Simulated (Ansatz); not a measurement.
A nudged elastic band was laid between two geometries of GaH4NO + H2 (9 atoms, charge 0, multiplicity 1).

Method: Ansatz 0.2.0, RHF/def2-SVP.

| Item | Value |
| --- | --- |
| movable images | 7 |
| climbing image | yes |
| spring | 5.0 eV/Å² |
| optimiser | quadratic models (default) |
| start path | through a guess of the saddle point |
| force threshold | 0.05 eV/Å |
| iteration limit | 60 |
| end points | relaxed |

Image 0:

```xyz
9
Properties=species:S:1:pos:R:3
Ga -0.008 -0.428 -0.359
O 0.028 -0.154 1.402
H -0.774 -0.182 1.897
N 1.622 -0.432 -1.135
H 2.475 -0.300 -0.627
H 1.794 -0.565 -2.112
H -1.350 -0.641 -1.128
H -0.048 3.141 2.386
H 0.073 2.424 2.211
```

Image 8:

```xyz
9
Properties=species:S:1:pos:R:3
Ga -0.002 0.644 -0.319
O 0.045 0.218 1.934
H -0.661 -0.316 2.273
N 1.553 -0.062 -0.980
H 1.665 -1.013 -1.268
H 2.424 0.428 -1.020
H -1.319 -0.213 -0.504
H -0.029 2.209 -0.086
H 0.136 0.969 2.505
```

(1) What changes between the two ends?

(2) What energy profile does the band end with?

(3) What is the geometry of the highest image?

Results:

(1) Bonds broken: Ga1–O2, H8–H9. Bonds formed: Ga1–H8, O2–H9. GaH4NO + H2 becomes GaH6NO.

(2) It converged. The highest image is number 5 of 0 to 8, 1.50 eV above the first end and 1.63 eV above the last; the last end lies 0.13 eV below the first. The profile has 2 maxima (images 2, 5) with wells between them (image 4): this band takes more than one step, which may be the mechanism or a detour left from its start path. Neighbouring images differ by up to 1.5 eV, so the band resolves the path poorly. A vibrational analysis at the climbing image gives one clearly imaginary mode, 1788i cm⁻¹: a first-order saddle point. The orbitals stay closed-shell, which can raise the energy where a bond breaks towards radicals; this wasn't checked here.

| image | path coordinate (Å) | energy (eV) | Ga1–O2 (Å) | H8–H9 (Å) | Ga1–H8 (Å) |
| --- | --- | --- | --- | --- | --- |
| 0 | 0.00 | 0.00 | 1.78 | 0.75 | 4.50 |
| 1 | 1.36 | 0.01 | 1.78 | 0.75 | 3.72 |
| 2 | 2.72 | 0.26 | 1.78 | 0.75 | 3.45 |
| 3 | 4.08 | 0.23 | 1.78 | 0.75 | 3.57 |
| 4 | 5.45 | 0.05 | 1.78 | 0.75 | 2.99 |
| 5 | 6.81 | 1.50 | 1.95 | 1.01 | 1.88 |
| 6 | 7.50 | 0.25 | 2.18 | 1.80 | 1.62 |
| 7 | 8.19 | -0.06 | 2.26 | 2.43 | 1.59 |
| 8 | 8.89 | -0.13 | 2.29 | 2.88 | 1.58 |

(3) 
```xyz
9
Properties=species:S:1:pos:R:3
Ga -0.002 0.166 -0.062
O 0.140 0.297 1.879
H -0.468 -0.087 2.495
N 1.609 -0.185 -0.823
H 1.714 -0.475 -1.775
H 2.480 0.128 -0.443
H -1.377 -0.336 -0.604
H -0.188 1.944 0.508
H -0.097 1.411 1.360
```

The run took 2.7 min on 2 threads of Arm Neoverse V2, on a shared host, peak memory 0.17 GiB.
